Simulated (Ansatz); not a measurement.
**Which is lower?**

The two ends of one reaction step of Si2NH8ClOF2, closed shell (PBE0-D4/def2-TZVP).

A:

Si1  (-1.231, -0.226, -0.461)
Si2  (-0.468, -0.451, 1.746)
F3  (-2.699, 0.316, -0.004)
F4  (-0.878, 1.094, -1.341)
Cl5  (-1.930, -1.872, -1.530)
H6  (1.349, -0.109, -0.806)
N7  (0.673, -0.803, -1.135)
H8  (1.895, 2.179, 0.573)
O9  (1.703, 1.753, -0.265)
H10  (0.849, -1.148, 1.830)
H11  (-1.452, -1.204, 2.565)
H12  (-0.293, 0.904, 2.342)
H13  (0.937, -1.724, -0.803)
H14  (0.688, -0.818, -2.150)
H15  (0.857, 2.110, -0.560)
(Å)

B:

Si1  (-1.293, 0.056, -1.744)
Si2  (0.270, -0.219, 2.384)
F3  (-1.077, 1.557, -1.300)
F4  (-1.551, 0.063, -3.300)
Cl5  (-2.947, -0.590, -0.781)
H6  (1.472, 0.614, -0.680)
N7  (0.100, -0.856, -1.465)
H8  (-0.666, 0.632, 1.610)
O9  (1.842, 1.089, 0.075)
H10  (1.384, 0.570, 2.953)
H11  (0.785, -1.313, 1.516)
H12  (-0.495, -0.859, 3.490)
H13  (0.259, -1.267, -0.556)
H14  (0.432, -1.454, -2.205)
H15  (1.484, 1.977, 0.003)
(Å)

Computed with Ansatz 0.2.0 (basis: def2-TZVPP); correlated methods freeze the cores. B3LYP uses VWN-RPA correlation.

Task: Which structure is lower at CCSD(T), and by how much? (An estimate is asked for; the value comes from the calculation.)

Result: Computed: B, by 13.31 kcal/mol (electronic energy, against the other). By their contacts, A is a complex of Si₂NH₆ClF₂ ([NH3][Si]([F])([F])([SiH3])[Cl]) + H₂O and B is a complex of SiNH₂ClF₂ ([NH2][Si]([F])([F])[Cl]) + SiH₄ + H₂O.

All methods give the same order:

```csv
method,E(B) − E(A) (kcal/mol)
SPW92,-2.24
PBE-D4,-6.79
BLYP-D4,-12.28
r2SCAN-D4,-10.48
B97M-V,-12.10
PBE0-D4,-8.66
B3LYP-D4,-13.30
r2SCAN0-D4,-11.45
BHLYP-D4,-15.15
CAM-B3LYP-D4,-13.87
wB97X-V,-11.58
wB97M-V,-12.53
B2PLYP,-14.62
PBE-QIDH,-11.24
RPA on PBE,-13.73
HF,-24.00
MP2,-13.99
CCSD,-14.88
CCSD(T),-13.31
```

T1 diagnostic: at most 0.012.

Labels in which every atom is bracketed show which atoms are joined, not bond orders.

For scale, one of the runs: CCSD(T)/def2-TZVPP, 362 basis functions, launched by `ansatz run in.yaml --threads 4 --pin off --events-out ev --progress --plain --max-ram 46080MiB --backend cuda --devices 0, --max-vram 37GiB`. Time: 11 s of wall clock on 4 CPU threads of an AMD EPYC 7R13 and a share of one NVIDIA H100; the host was shared. Peak host memory: 0.9 GiB.
